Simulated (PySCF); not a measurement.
**Polarisability and C₆ of Zn²⁵⁺ (zinc, charge +25)**

[He] 2s2 2p1, 2P determinant. Calculation: PySCF 2.14, in an even-tempered Gaussian basis (19 s from 6 bohr⁻², ratio 2.2; 11 p from 7.8 bohr⁻², ratio 2.2; 6 d from 33 bohr⁻², ratio 2.4; 5 f from 49 bohr⁻², ratio 2.4; 4 g from 73 bohr⁻², ratio 2.4); scalar relativity by spin-free X2C-1e. Coupled (time-dependent) response in atomic units; α is the mean over directions.

```
method  mean α (bohr³)                  α xx, yy, zz  C₆ (like pair)      S(−4)
   UHF        0.008081  0.009003, 0.006237, 0.009003       0.0002495  0.0004180
  PBE0        0.007868  0.008808, 0.005987, 0.008808       0.0002396  0.0003949
```

S(−4) is the Cauchy moment in α(ω) = α(0) + S(−4) ω² + …

α(iu) at UHF:

```csv
u (hartree),α(iu) (bohr³)
0,0.008080
0.500,0.007977
1.00,0.007686
2.00,0.006727
3.00,0.005607
4.00,0.004589
5.00,0.003760
7.50,0.002423
10.0,0.001728
15.0,0.001104
25.0,0.0007024
```

A single London oscillator, α(iu) = α/(1 + u²/ω²), gives C₆ = (3/4) ω α². Matching the computed C₆ needs ω = 4 × 0.0002495 / (3 × 0.008081²) = 5.09 hartree.

For an ion, C₆ is the dispersion term alone; charge-induced terms of lower order in 1/R come first.

The components differ because the open shell of this determinant is not spherical; for a pure term their mean is the scalar polarisability.
